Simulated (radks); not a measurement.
The gold anion Au-, [Hg], held by a Watson sphere: a shell of charge +1 at radius R that stands for the Madelung well of a crystal (potential energy -1/R inside, -1/r outside, in hartree with lengths in bohr). Calculated with a radial shooting solver on a logarithmic mesh with Libxc functionals: scalar-relativistic Kohn-Sham, LDA (Slater exchange, VWN5 correlation), spin-polarised, spherical densities, point nucleus. Response by self-consistent Sternheimer equations with the Hartree and adiabatic LDA kernel, the relativistic mass of each level held fixed and spin-orbit coupling left out. The sphere does not respond.

| R (bohr) | e(5p) (eV) | e(5d) (eV) | e(6s) (eV) | <r> 6s (bohr) | sum of <r^2> (bohr^2) | X-ray form factor at sin(theta)/lambda = 0.1 1/angstrom | alpha (bohr^3) |
|---|---|---|---|---|---|---|---|
| 3.42 | -59.546 | -6.691 | -6.291 | 2.923 | 72.09 | 75.485 | 50.01 |
| 3.71 | -59.231 | -6.353 | -5.990 | 2.965 | 72.98 | 75.457 | 53.65 |
| 3.8 | -59.137 | -6.252 | -5.899 | 2.978 | 73.23 | 75.449 | 54.78 |
| 4.52 | -58.447 | -5.531 | -5.209 | 3.062 | 74.96 | 75.402 | 63.72 |
| 5.12 | -57.954 | -5.026 | -4.708 | 3.115 | 76.04 | 75.378 | 70.70 |
| 5.52 | -57.662 | -4.729 | -4.411 | 3.142 | 76.61 | 75.367 | 74.99 |
| 6.27 | -57.184 | -4.247 | -3.925 | 3.180 | 77.43 | 75.354 | 82.11 |
